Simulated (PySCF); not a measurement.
Peak assignment

Atoms are numbered as in `[CH2:1]=[CH:2][CH:3]([CH:4]=[CH2:5])[N:6]=[CH2:7]`. Each H is labelled by its parent atom. Ha(C1), Ha(C5), Ha(C7) are cis to C3; Hb(C1), Hb(C5), Hb(C7) are trans to C3.

- structure optimised with GFN2-xTB
- shieldings: GIAO PBE0/pcSseg-1
- program: PySCF
- one computed conformer, one averaged value for each set of equivalent atoms, isolated molecule, non-relativistic Hamiltonian

Shifts are taken against calculated references (same method and geometry level): TMS for 13C and 1H.

Q: Assign these signals to the numbered atoms. 13C{1H} NMR (computed): δ 155.2 (CH2), 149.7 (CH), 119.6 (CH2), 84.5 (CH).

A: 
155.2 → C7, C=N carbon
149.7 → C2/C4, alkene CH: the olefinic region
119.6 → C1/C5, terminal =CH2 carbon: as expected for a trigonal carbon in a double bond
84.5 → C3, allylic sp3 CH bonded to N: the inductive effect lowers its shielding

Q: Assign these signals to the numbered atoms. 1H NMR (600 MHz, computed): δ 7.78 (d, 1H), 7.35 (d, 1H), 6.24 (m, 2H), 5.59 (m, 2H), 5.30 (m, 2H), 3.97 (t, 1H).

A: 
7.78 → Ha(C7), hydrogen on a C=N carbon
7.35 → Hb(C7), hydrogen on a C=N carbon
6.24 → H(C2)/H(C4), hydrogen on an alkene CH: a vinylic proton, deshielded by the sp2 carbon and the C=C anisotropy
5.59 → Ha(C1)/Ha(C5), hydrogen on a terminal =CH2 carbon: olefinic region
5.30 → Hb(C1)/Hb(C5), hydrogen on a terminal =CH2 carbon
3.97 → H(C3), hydrogen on an allylic sp3 CH bonded to N: its carbon carries N, hence the downfield position

Shifts are as computed. Against solution values, carbons near 30 ppm lie about +3 ppm off and those near 130 ppm about +5 ppm. Of 1211 compounds with measured shifts, 218 miss one by over three times the rms of a fit or turn the order of signals round; such compounds aren't used in these exercises. Multiplicities follow the n + 1 count of equivalent neighbours, as no J values were calculated; m marks all less simple cases, F and P coupling included.
